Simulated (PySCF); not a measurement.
CH$_{5}$AlO$_{2}$S (SMILES C[S][Al]([OH])[OH]), singlet, at a GFN2-xTB geometry (such geometries of metal compounds can be far from the true shape), with bond 8-7 at 1.8 times its length; PySCF with CASSCF(6,5)/6-31G.

The PySCF input:
```python
from pyscf import gto, scf, mcscf
import numpy

mol = gto.M(
    atom='''
Al    0.167007    0.709818    0.472184
O     1.059395    2.071508    0.273205
H     1.615856    2.781194   -0.006966
O    -0.754910    0.272842    1.763554
H    -1.206508    0.234812    2.593208
S     0.212878   -0.712302   -1.208691
C    -0.867875   -2.088662   -0.662322
H    -1.581307   -1.729231    1.118069
H    -0.273742   -2.997100   -0.652946
H    -1.677144   -2.183553   -1.379554
''',
    basis='6-31g',
    charge=0,
    spin=0,
    verbose=4,
)

mf = scf.RHF(mol)
mf.kernel()
mc = mcscf.CASSCF(mf, 5, 6)
mc.fix_spin_(ss=0.0)
mc.kernel()
occ = numpy.linalg.eigvalsh(mc.fcisolver.make_rdm1(mc.ci, mc.ncas, mc.nelecas))[::-1]
ss = mc.fcisolver.spin_square(mc.ci, mc.ncas, mc.nelecas)[0]
print('natural occupations', occ.round(4), ' <S^2>', round(ss, 4))
```

It wrote (shortened):

```
PySCF version 2.14.0

[INPUT] verbose = 4
[INPUT] num. atoms = 10
[INPUT] num. electrons = 56
[INPUT] charge = 0
[INPUT] spin (= nelec alpha-beta = 2S) = 0
[INPUT] symmetry False subgroup None
[INPUT] Mole.unit = angstrom
[INPUT] Symbol           X                Y                Z      unit          X                Y                Z       unit  Magmom
[...]
nuclear repulsion = 276.472915020889
number of shells = 39
number of NR pGTOs = 178
number of NR cGTOs = 63
basis = 6-31g
ecp = {}

******** <class 'pyscf.scf.hf.RHF'> ********
method = RHF
initial guess = minao
damping factor = 0
level_shift factor = 0
DIIS = <class 'pyscf.scf.diis.CDIIS'>
diis_start_cycle = 1
diis_space = 8
diis_damp = 0
SCF conv_tol = 1e-09
SCF conv_tol_grad = None
SCF max_cycles = 50
direct_scf = True
direct_scf_tol = 1e-13
Set gradient conv threshold to 3.16228e-05
Initial guess from minao.
init E= -829.970912035976
[...]
cycle= 1 E= -829.684251728574  delta_E= 0.287  |g|= 0.729  |ddm|= 2.82
[...]
cycle= 2 E= -829.763718570326  delta_E= -0.0795  |g|= 0.453  |ddm|= 0.922
[...]
cycle= 3 E= -829.805839429363  delta_E= -0.0421  |g|= 0.0451  |ddm|= 0.325
[...]
cycle= 4 E= -829.806867794754  delta_E= -0.00103  |g|= 0.0104  |ddm|= 0.0991
[...]
cycle= 5 E= -829.806939274654  delta_E= -7.15e-05  |g|= 0.00455  |ddm|= 0.0239
[...]
cycle= 6 E= -829.806955282377  delta_E= -1.6e-05  |g|= 0.00147  |ddm|= 0.0127
[...]
cycle= 7 E= -829.806957014295  delta_E= -1.73e-06  |g|= 0.00056  |ddm|= 0.00389
[...]
cycle= 8 E= -829.806957292162  delta_E= -2.78e-07  |g|= 0.000108  |ddm|= 0.00185
[...]
cycle= 9 E= -829.806957301932  delta_E= -9.77e-09  |g|= 3.71e-05  |ddm|= 0.000367
[...]
cycle= 10 E= -829.806957302467  delta_E= -5.35e-10  |g|= 1.3e-05  |ddm|= 5.13e-05
[...]
Extra cycle  E= -829.806957302558  delta_E= -9.12e-11  |g|= 6.54e-06  |ddm|= 2.58e-05
converged SCF energy = -829.806957302558

******** <class 'pyscf.mcscf.mc1step.CASSCF'> ********
CAS (3e+3e, 5o), ncore = 25, nvir = 33
max_cycle_macro = 50
max_cycle_micro = 4
conv_tol = 1e-07
conv_tol_grad = None
orbital rotation max_stepsize = 0.02
orbital rotation threshold for CI restart = 0.01
augmented hessian ah_max_cycle = 30
augmented hessian ah_conv_tol = 1e-12
augmented hessian ah_linear dependence = 1e-14
augmented hessian ah_level shift = 1e-08
augmented hessian ah_start_tol = 2.5
augmented hessian ah_start_cycle = 3
augmented hessian ah_grad_trust_region = 3
kf_trust_region = 3
kf_interval = 4
ci_response_space = 4
ci_grad_trust_region = 3
with_dep4 0
natorb = False
canonicalization = True
sorting_mo_energy = False
ao2mo_level = 2
internal_rotation = False
******** <class 'pyscf.fci.addons.SpinPenaltyFCISolver'> ********
max. cycles = 50
conv_tol = 1e-08
davidson only = True
linear dependence = 1e-12
level shift = 0.001
max iter space = 12
nroots = 1
pspace_size = 400
spin = None
CASCI E = -829.831948999119  S^2 = 0.0000000
Set conv_tol_grad to 0.000316228
macro iter   1 ( 21 JK    4 micro), CASSCF E = -829.859004461964  dE = -2.70554628e-02  S^2 = 0.0000000
               |grad[o]|=0.0512  |grad[c]|=0.0441  |ddm|=0.0803  |maxRot[o]|=0.217
macro iter   2 ( 21 JK    4 micro), CASSCF E = -829.860323427964  dE = -1.31896600e-03  S^2 = 0.0000000
               |grad[o]|=0.0259  |grad[c]|=0.00961  |ddm|=0.0207  |maxRot[o]|= 0.19
macro iter   3 ( 21 JK    4 micro), CASSCF E = -829.861776993223  dE = -1.45356526e-03  S^2 = 0.0000000
               |grad[o]|=0.00998  |grad[c]|=0.0099  |ddm|=0.023  |maxRot[o]|=0.139
macro iter   4 ( 21 JK    4 micro), CASSCF E = -829.863051168603  dE = -1.27417538e-03  S^2 = 0.0000000
               |grad[o]|=0.00726  |grad[c]|=0.0155  |ddm|=0.0244  |maxRot[o]|=0.0895
macro iter   5 ( 21 JK    4 micro), CASSCF E = -829.863781130270  dE = -7.29961667e-04  S^2 = 0.0000000
               |grad[o]|=0.00725  |grad[c]|=0.0113  |ddm|=0.0149  |maxRot[o]|=0.241
macro iter   6 ( 21 JK    4 micro), CASSCF E = -829.864695248688  dE = -9.14118418e-04  S^2 = 0.0000000
[...]
macro iter  32 (  7 JK    2 micro), CASSCF E = -829.868951404341  dE = -1.39382840e-05  S^2 = 0.0000000
               |grad[o]|=0.000425  |grad[c]|=0.00342  |ddm|=0.00129  |maxRot[o]|=0.0526
macro iter  33 (  4 JK    1 micro), CASSCF E = -829.868954314008  dE = -2.90966750e-06  S^2 = 0.0000000
               |grad[o]|=0.000273  |grad[c]|=0.0011  |ddm|=0.000316  |maxRot[o]|= 0.02
macro iter  34 ( 12 JK    3 micro), CASSCF E = -829.868976471195  dE = -2.21571865e-05  S^2 = 0.0000000
               |grad[o]|=0.000603  |grad[c]|=0.0137  |ddm|=0.00629  |maxRot[o]|=0.0956
macro iter  35 (  7 JK    2 micro), CASSCF E = -829.868995936303  dE = -1.94651086e-05  S^2 = 0.0000000
               |grad[o]|=0.000613  |grad[c]|=0.00248  |ddm|=0.00245  |maxRot[o]|=0.0465
macro iter  36 (  7 JK    2 micro), CASSCF E = -829.869038172850  dE = -4.22365468e-05  S^2 = 0.0000000
               |grad[o]|=0.000571  |grad[c]|=0.00349  |ddm|=0.00529  |maxRot[o]|=0.0612
macro iter  37 (  7 JK    2 micro), CASSCF E = -829.869146740559  dE = -1.08567709e-04  S^2 = 0.0000000
               |grad[o]|=0.000841  |grad[c]|=0.00499  |ddm|=0.0102  |maxRot[o]|=0.0699
macro iter  38 (  7 JK    2 micro), CASSCF E = -829.869479627432  dE = -3.32886873e-04  S^2 = 0.0000000
               |grad[o]|=0.0015  |grad[c]|=0.00542  |ddm|=0.017  |maxRot[o]|=0.0698
macro iter  39 (  7 JK    2 micro), CASSCF E = -829.870277357508  dE = -7.97730076e-04  S^2 = 0.0000000
               |grad[o]|=0.00324  |grad[c]|=0.00507  |ddm|=0.0178  |maxRot[o]|=0.0697
macro iter  40 ( 21 JK    4 micro), CASSCF E = -829.877515604748  dE = -7.23824724e-03  S^2 = 0.0000000
               |grad[o]|=0.00621  |grad[c]|=0.0137  |ddm|=0.0235  |maxRot[o]|=0.232
macro iter  41 ( 21 JK    4 micro), CASSCF E = -829.881889035575  dE = -4.37343083e-03  S^2 = 0.0000000
               |grad[o]|=0.015  |grad[c]|=0.0238  |ddm|=0.0183  |maxRot[o]|=0.159
macro iter  42 ( 21 JK    4 micro), CASSCF E = -829.882097214237  dE = -2.08178662e-04  S^2 = 0.0000000
               |grad[o]|=0.00726  |grad[c]|=0.0544  |ddm|=0.015  |maxRot[o]|=0.261
macro iter  43 ( 20 JK    4 micro), CASSCF E = -829.882307440954  dE = -2.10226717e-04  S^2 = 0.0000000
               |grad[o]|=0.0119  |grad[c]|=0.0039  |ddm|=0.00219  |maxRot[o]|=0.101
macro iter  44 ( 21 JK    4 micro), CASSCF E = -829.882407596442  dE = -1.00155488e-04  S^2 = 0.0000000
               |grad[o]|=0.00235  |grad[c]|=0.0027  |ddm|=0.000942  |maxRot[o]|=0.0859
macro iter  45 ( 21 JK    4 micro), CASSCF E = -829.882320084044  dE =  8.75123974e-05  S^2 = 0.0000000
               |grad[o]|=0.000732  |grad[c]|=0.0036  |ddm|=0.00115  |maxRot[o]|=0.0883
macro iter  46 ( 21 JK    4 micro), CASSCF E = -829.882327764877  dE = -7.68083305e-06  S^2 = 0.0000000
               |grad[o]|=0.00288  |grad[c]|=0.00131  |ddm|=0.000421  |maxRot[o]|=0.0174
macro iter  47 (  7 JK    2 micro), CASSCF E = -829.882370084516  dE = -4.23196385e-05  S^2 = 0.0000000
               |grad[o]|=0.000886  |grad[c]|=0.000477  |ddm|=0.00305  |maxRot[o]|=0.0372
macro iter  48 (  7 JK    2 micro), CASSCF E = -829.882409220178  dE = -3.91356626e-05  S^2 = 0.0000000
               |grad[o]|=0.000814  |grad[c]|=0.00148  |ddm|=0.00406  |maxRot[o]|=0.0517
macro iter  49 (  7 JK    2 micro), CASSCF E = -829.882418316683  dE = -9.09650407e-06  S^2 = 0.0000000
               |grad[o]|=0.0004  |grad[c]|=0.00067  |ddm|=0.0014  |maxRot[o]|=0.029
macro iter  50 ( 22 JK    4 micro), CASSCF E = -829.882413443060  dE =  4.87362206e-06  S^2 = 0.0000000
               |grad[o]|=0.000335  |grad[c]|=0.000443  |ddm|=0.000388  |maxRot[o]|=0.0186
1-step CASSCF not converged,  50 macro (646 JK 143 micro) steps
CASSCF canonicalization
Density matrix diagonal elements [1.96052397 1.97161292 1.84310391 0.14069076 0.08406845]
CASSCF energy = -829.882413443060
CASCI E = -829.882413443060  E(CI) = -7.67558022109972  S^2 = 0.0000000
natural occupations [1.9973 1.9663 1.8118 0.1908 0.0337]  <S^2> 0.0
```

The run did not converge; its last values are not results.
